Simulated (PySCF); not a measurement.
**Calculated properties of `C#C[SiH2]N[SiH2]N`**

Compound: C2H8N2Si2.
Bonds: C1–C2 (triple), C2–Si3, Si3–N4, N4–Si5, Si5–N6. Hydrogens: H7 on C1; H8, H9 on Si3; H10 on N4; H11, H12 on Si5; H13, H14 on N6.

Structural features include: alkyne, Si–H bond and C–Si bond.

From PBE0-D3(BJ)/def2-SVP geometry optimisation, gas phase (PySCF):

```
Point group                  : C1
Rotational constants A, B, C : 3.471, 1.505, 1.179 GHz
```

**CAM-B3LYP/def2-SVPD ground state, ΔSCF and vertical TDDFT (core frozen in the response) (PySCF)**

```
Dipole moment                                                     : 1.11 D
HOMO energy                                                       : -8.72 eV
LUMO energy                                                       : 0.80 eV
HOMO–LUMO gap                                                     : 9.52 eV
Lowest singlet excitation                                         : 5.95 eV (208 nm, f = 0.000)
Strongest line among the 10 lowest singlet transitions            : S8 at 7.36 eV (168 nm, f = 0.041)
Lowest triplet excitation (Tamm–Dancoff)                          : 4.92 eV
Static isotropic polarisability                                   : 88.9 au
Vertical ionisation energy                                        : 9.42 eV
Electronic spatial extent ⟨r²⟩ about the centre of nuclear charge : 1041 bohr²
```

From KT2/pcSseg-2 ground state and GIAO shieldings, non-relativistic (PySCF):

```
13C chemical shifts (computed TMS as zero) by class         : 91.3 (C1), 87.7 (C2) ppm
1H chemical shifts (computed TMS as zero) by class          : 5.42 (H11/H12), 5.10 (H8/H9), 2.43 (H7), 1.26 (H13/H14), 0.60 (H10) ppm
Isotropic shieldings of nuclei other than C and H, by class : 226 (N4), 228 (N6), 386 (Si5), 419 (Si3) ppm
```

Monoisotopic mass (most abundant isotopes): 116.0226 u.

S1 lies 3.57 eV below the HOMO–LUMO gap; its leading configuration is HOMO−2→LUMO, weight 0.50. A dipole of 1.11 D is allowed in C1, and pure rotational transitions are dipole-allowed. The principal polarisabilities are 75.8, 87.3 and 103.7 au; their mean is the isotropic value. The 10 singlets span 5.95 to 7.68 eV, and their oscillator strengths add up to 0.14. With B = h/(8π²I), that is 505.379 GHz u Å² over I, the principal moments of inertia are 145.6, 335.7 and 428.7 u Å² (most abundant isotopes). The rotational constants make it an asymmetric top with κ = (2B − A − C)/(A − C) = -0.72, nearer the prolate limit (−1). No computed singlet falls in the visible range (750 to 380 nm, 1.65 to 3.26 eV); S1 lies 2.69 eV above its blue end.

One conformer (not necessarily the lowest) at the PBE0-D3(BJ)/def2-SVP geometry, without solvent or vibrations. NMR classes are plain means over equivalent atoms (diastereotopic ones count apart unless rotation or inversion swaps them), as if these changed places fast; in this geometry the members of some classes differ.

Shape of the structure used: `[CH:1]#[C:2][SiH2:3][NH:4][SiH2:5][NH2:6]`: C2–Si3–N4–Si5 70°, Si3–N4–Si5–N6 -18°, H–N6–Si5–N4 -61°, H–N6–Si5–N4 137°.
